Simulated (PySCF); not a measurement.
HSi, SMILES [SiH] (connectivity only; charge and spin as stated), charge +1, multiplicity 1. Geometry optimised at PBE-D3(BJ)/def2-TZVPD.

TDA-CAM-B3LYP/def2-TZVPD (PySCF) puts the lowest singlet excitations at 3.34, 3.34, 9.78, 10.14, 10.14, 10.67 eV.

**Question.** What are the lowest excitation roots from ADC(3)/aug-cc-pVDZ (PySCF)? (Estimate from the structure and the level; the computed values follow.)

**Answer.** 3.17, 3.17, 6.91, 9.16, 9.16, 9.86 eV. S1 differs by -0.17 eV (second minus first; roots are paired by order, and the bases may differ).
